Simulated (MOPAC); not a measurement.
MOPAC input (PM6):

```
PM6 1SCF UHF MS=0.5 GEO-OK AUX(PRECISION=9) THREADS=1
C2H6BO2

C     1.80553300 1   -0.47250000 1    0.61360600 1
C     0.96135600 1   -0.37191100 1   -0.60669700 1
B    -0.48138900 1    0.13923500 1   -0.17261600 1
O    -0.75676800 1    1.47252700 1   -0.24854600 1
O    -1.45927800 1   -0.68938100 1    0.31884500 1
H     2.26674500 1    0.41042100 1    1.03330300 1
H     1.83618000 1   -1.38129900 1    1.19896000 1
H     0.88576700 1   -1.34223900 1   -1.10822600 1
H     1.38516100 1    0.34424700 1   -1.31558300 1
H    -1.63477600 1    1.68890400 1    0.08690200 1
H    -1.20509900 1   -1.61491500 1    0.36387100 1
```

Output:

```
 *******************************************************************************
 **                                                                           **
 **                              MOPAC v23.2.5                                **
 **                                                                           **
 *******************************************************************************
 ** MOPAC's Digital Object Identifier: https://doi.org/10.5281/zenodo.6511958 **
 **                                                                           **
 ** Please cite the open-source release paper for use of this MOPAC version:  **
 ** J. E. Moussa and J. J. P. Stewart (2026)                                  **
 ** MOPAC: An open-source semiempirical molecular orbital program             **
 ** J. Open Source Softw., 11(119), 8025, https://doi.org/10.21105/joss.08025 **
 *******************************************************************************

                              PM6 CALCULATION RESULTS

 *******************************************************************************
 *  PM6        - The PM6 Hamiltonian to be used
 *  GEO-OK     - OVERRIDE INTERATOMIC DISTANCE AND OTHER SAFETY CHECKS
 *  UHF        - UNRESTRICTED HARTREE-FOCK CALCULATION
 *  MS=        - IN MECI, MAGNETIC COMPONENT OF SPIN =  0.5
 *  1SCF       - DO 1 SCF AND THEN STOP
 *  AUX        - OUTPUT AUXILIARY INFORMATION
 *******************************************************************************
PM6 1SCF UHF MS=0.5 GEO-OK AUX(PRECISION=9) THREADS=1
 C2H6BO2

   ATOM   CHEMICAL          X               Y               Z
  NUMBER   SYMBOL      (ANGSTROMS)     (ANGSTROMS)     (ANGSTROMS)

     1       C          1.80553300  *  -0.47250000  *   0.61360600  *
     2       C          0.96135600  *  -0.37191100  *  -0.60669700  *
     3       B         -0.48138900  *   0.13923500  *  -0.17261600  *
     4       O         -0.75676800  *   1.47252700  *  -0.24854600  *
     5       O         -1.45927800  *  -0.68938100  *   0.31884500  *
     6       H          2.26674500  *   0.41042100  *   1.03330300  *
     7       H          1.83618000  *  -1.38129900  *   1.19896000  *
     8       H          0.88576700  *  -1.34223900  *  -1.10822600  *
     9       H          1.38516100  *   0.34424700  *  -1.31558300  *
    10       H         -1.63477600  *   1.68890400  *   0.08690200  *
    11       H         -1.20509900  *  -1.61491500  *   0.36387100  *

          CARTESIAN COORDINATES

    NO.       ATOM           X           Y           Z

     1         C          1.8055     -0.4725      0.6136
     2         C          0.9614     -0.3719     -0.6067
     3         B         -0.4814      0.1392     -0.1726
     4         O         -0.7568      1.4725     -0.2485
     5         O         -1.4593     -0.6894      0.3188
     6         H          2.2667      0.4104      1.0333
     7         H          1.8362     -1.3813      1.1990
     8         H          0.8858     -1.3422     -1.1082
     9         H          1.3852      0.3442     -1.3156
    10         H         -1.6348      1.6889      0.0869
    11         H         -1.2051     -1.6149      0.3639

 General Reference for PM6:
 "Optimization of Parameters for Semiempirical Methods V: Modification of NDDO Approximations
 and Application to 70 Elements", J. J. P. Stewart, J. Mol. Mod., 13, 1173-1213 (2007)
 URL: https://link.springer.com/article/10.1007/s00894-007-0233-4

           Empirical Formula: C2 H6 O2 B  =    11 atoms

      MOLECULAR POINT GROUP   :   C1

          UHF CALCULATION, NO. OF ALPHA ELECTRONS =   15
                           NO. OF BETA  ELECTRONS =   14

 -------------------------------------------------------------------------------
 PM6 1SCF UHF MS=0.5 GEO-OK AUX(PRECISION=9) THREADS=1
 C2H6BO2

     1SCF WAS SPECIFIED, SO BFGS WAS NOT USED
     SCF FIELD WAS ACHIEVED

                              PM6 CALCULATION
                                                       MOPAC v23.2.5 Linux

          FINAL HEAT OF FORMATION =       -136.51168 KCAL/MOL =    -571.16486 KJ/MOL

          COSMO AREA              =        114.43 SQUARE ANGSTROMS
          COSMO VOLUME            =         99.49 CUBIC ANGSTROMS

          IONIZATION POTENTIAL    =          9.071648 EV
          ALPHA SOMO LUMO (EV)    =         -9.072  1.482
          BETA  SOMO LUMO (EV)    =        -11.655  0.608
          NO. OF ALPHA ELECTRONS  =         15
          NO. OF BETA  ELECTRONS  =         14
          MOLECULAR WEIGHT        =         72.8782         POINT GROUP:  C1

          MOLECULAR DIMENSIONS (Angstroms)

            Atom       Atom       Distance
            H    10    H     7     4.76554
            H    11    H     6     3.83395
            H     9    H    10     2.18296

          SCF CALCULATIONS        =          1

   ATOM   CHEMICAL          X               Y               Z
  NUMBER   SYMBOL      (ANGSTROMS)     (ANGSTROMS)     (ANGSTROMS)

     1       C          1.80553300  *  -0.47250000  *   0.61360600  *
     2       C          0.96135600  *  -0.37191100  *  -0.60669700  *
     3       B         -0.48138900  *   0.13923500  *  -0.17261600  *
     4       O         -0.75676800  *   1.47252700  *  -0.24854600  *
     5       O         -1.45927800  *  -0.68938100  *   0.31884500  *
     6       H          2.26674500  *   0.41042100  *   1.03330300  *
     7       H          1.83618000  *  -1.38129900  *   1.19896000  *
     8       H          0.88576700  *  -1.34223900  *  -1.10822600  *
     9       H          1.38516100  *   0.34424700  *  -1.31558300  *
    10       H         -1.63477600  *   1.68890400  *   0.08690200  *
    11       H         -1.20509900  *  -1.61491500  *   0.36387100  *

                             CARTESIAN COORDINATES

   1    C        1.805533000    -0.472500000     0.613606000
   2    C        0.961356000    -0.371911000    -0.606697000
   3    B       -0.481389000     0.139235000    -0.172616000
   4    O       -0.756768000     1.472527000    -0.248546000
   5    O       -1.459278000    -0.689381000     0.318845000
   6    H        2.266745000     0.410421000     1.033303000
   7    H        1.836180000    -1.381299000     1.198960000
   8    H        0.885767000    -1.342239000    -1.108226000
   9    H        1.385161000     0.344247000    -1.315583000
  10    H       -1.634776000     1.688904000     0.086902000
  11    H       -1.205099000    -1.614915000     0.363871000

           Empirical Formula: C2 H6 O2 B  =    11 atoms

      MOLECULAR POINT GROUP   :   C1

          ALPHA EIGENVALUES
 -30.46390 -30.38338 -26.35596 -21.10071 -19.89974 -18.86891 -15.71799 -15.06873
 -14.53403 -13.55698 -13.27223 -12.26449 -12.15320 -12.05331  -9.07165   1.48248
   1.69831   3.60093   3.80613   4.69288   5.23246   5.61438   5.73109   6.18451
   6.38052   6.68315

           BETA EIGENVALUES
 -30.45604 -30.35845 -26.18878 -20.84093 -19.87124 -18.83265 -15.56849 -14.91831
 -14.44453 -13.54519 -13.09359 -12.15695 -12.11463 -11.65459   0.60842   1.66350
   1.97337   3.65922   3.87131   4.99029   5.25145   5.64884   5.76509   6.37343
   6.57976   6.74380

              NET ATOMIC CHARGES AND DIPOLE CONTRIBUTIONS

  ATOM NO.   TYPE          CHARGE      No. of ELECS.   s-Pop       p-Pop
    1          C          -0.300357        4.3004     1.14929     3.15106
    2          C          -0.373247        4.3732     1.08773     3.28552
    3          B           0.457496        2.5425     0.91101     1.63149
    4          O          -0.491089        6.4911     1.73064     4.76045
    5          O          -0.552431        6.5524     1.72536     4.82707
    6          H           0.141701        0.8583     0.85830
    7          H           0.132076        0.8679     0.86792
    8          H           0.142331        0.8577     0.85767
    9          H           0.164157        0.8358     0.83584
   10          H           0.334474        0.6655     0.66553
   11          H           0.344889        0.6551     0.65511
 DIPOLE           X         Y         Z       TOTAL
 POINT-CHG.     0.054    -1.195    -0.025     1.196
 HYBRID        -0.417    -0.164     0.191     0.487
 SUM           -0.364    -1.358     0.165     1.416

          ATOMIC ORBITAL ELECTRON POPULATIONS

     Atom    s        px        py        pz
    1  C   1.14929   1.02141   1.11305   1.01660
    2  C   1.08773   1.07780   1.14639   1.06134
    3  B   0.91101   0.63190   0.59967   0.39993
    4  O   1.73064   1.48608   1.50074   1.77363
    5  O   1.72536   1.66448   1.36288   1.79971
    6  H   0.85830
    7  H   0.86792
    8  H   0.85767
    9  H   0.83584
   10  H   0.66553
   11  H   0.65511

                    (SZ)    =    0.500000
                    (S**2)  =    0.755122

          ATOMIC ORBITAL SPIN POPULATIONS

    Atom   Total    s     px     py     pz
         Atomic
    1  C  1.0444  0.028  0.636  0.093  0.287
    2  C -0.0635 -0.007 -0.026 -0.007 -0.023
    3  B  0.0570  0.030  0.015  0.004  0.008
    4  O  0.0009  0.001 -0.001  0.002 -0.001
    5  O  0.0054 -0.000  0.003 -0.000  0.003
    6  H -0.0339 -0.034
    7  H -0.0341 -0.034
    8  H  0.0094  0.009
    9  H  0.0129  0.013
   10  H  0.0019  0.002
   11  H -0.0004 -0.000

 **********************
 *                    *
 * JOB ENDED NORMALLY *
 *                    *
 **********************

 == MOPAC DONE ==
```

The geometry given is a B3LYP-D3(BJ)/def2-TZVP minimum.
